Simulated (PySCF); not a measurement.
**`O=c1cccc(F)c(Cl)c1`: 4 charge schemes on one density**

Compound: C₇H₄ClFO.
Bonds: O1–C2 (double), C2–C3, C3–C4 (double), C4–C5, C5–C6 (double), C6–F7, C6–C8, C8–Cl9, C8–C10 (double), C2–C10. Hydrogens: H11 on C3; H12 on C4; H13 on C5; H14 on C10.

Density: PBE0/pcSseg-1 (PySCF); schemes: Mulliken, IAO, Hirshfeld and ESP-fitted. Geometry: GFN2-xTB; no solvent, vibrations or thermal averaging.

**Question.** What partial charge does each atom carry?

**Answer.** In e:

```
atom                 environment  Mulliken     IAO  Hirshfeld  ESP-fitted
  O1             carbonyl oxygen    -0.401  -0.456     -0.263      -0.551
  C2        ring carbonyl carbon    +0.292  +0.329     +0.123      +0.704
  C3  unsaturated ring CH carbon    -0.144  -0.170     -0.037      -0.404
  C4  unsaturated ring CH carbon    -0.027  -0.125     -0.023      +0.021
  C5  unsaturated ring CH carbon    -0.141  -0.179     -0.052      -0.382
  C6     unsaturated ring carbon    +0.509  +0.301     +0.097      +0.490
  F7        fluorine bonded to C    -0.260  -0.250     -0.065      -0.212
  C8     unsaturated ring carbon    -0.370  -0.019     +0.022      -0.156
 Cl9        chlorine bonded to C    -0.004  +0.011     -0.004      +0.001
 C10  unsaturated ring CH carbon    +0.018  -0.171     -0.042      -0.205
 H11              hydrogen on C3    +0.127  +0.178     +0.057      +0.183
 H12              hydrogen on C4    +0.123  +0.172     +0.064      +0.148
 H13              hydrogen on C5    +0.136  +0.185     +0.064      +0.206
 H14             hydrogen on C10    +0.142  +0.195     +0.058      +0.156
```

Mean size of the charges over all atoms: ESP-fitted 0.273 e, IAO 0.196 e, Mulliken 0.192 e, Hirshfeld 0.069 e. Each set sums to the total charge, 0, to within 0.001 e. The ESP scheme is a least-squares fit of atom-centred charges to the potential on four shells outside the van der Waals surface, with the total charge fixed.

Lowest charge. All schemes agree: Mulliken O1 (-0.401); IAO O1 (-0.456); Hirshfeld O1 (-0.263); ESP-fitted O1 (-0.551).

Highest charge. The schemes don't all agree: Mulliken C6 (+0.509); IAO C2 (+0.329); Hirshfeld C2 (+0.123); ESP-fitted C2 (+0.704).

**Question.** How many electrons does the Hirshfeld scheme count on O1?

**Answer.** Z − q = 8 − (-0.263) = 8.263.

**Question.** Sum the charges by element, for elements with more than one atom.

**Answer.** 
```tsv
element	atoms	Mulliken	IAO	Hirshfeld	ESP-fitted
C	7	+0.138	-0.034	+0.088	+0.069
H	4	+0.528	+0.729	+0.243	+0.694
```

**Question.** How closely do the schemes follow one another over all atoms?

**Answer.** Correlation coefficient and root-mean-square difference: IAO with Hirshfeld 0.95, 0.141 e; IAO with ESP-fitted 0.93, 0.153 e; Mulliken with ESP-fitted 0.87, 0.175 e; Hirshfeld with ESP-fitted 0.86, 0.261 e; Mulliken with IAO 0.85, 0.128 e; Mulliken with Hirshfeld 0.78, 0.180 e.

These values come from a run that also computed NMR shieldings. On one thread, Arm Neoverse V2, shared host, this took 30 s of wall time.
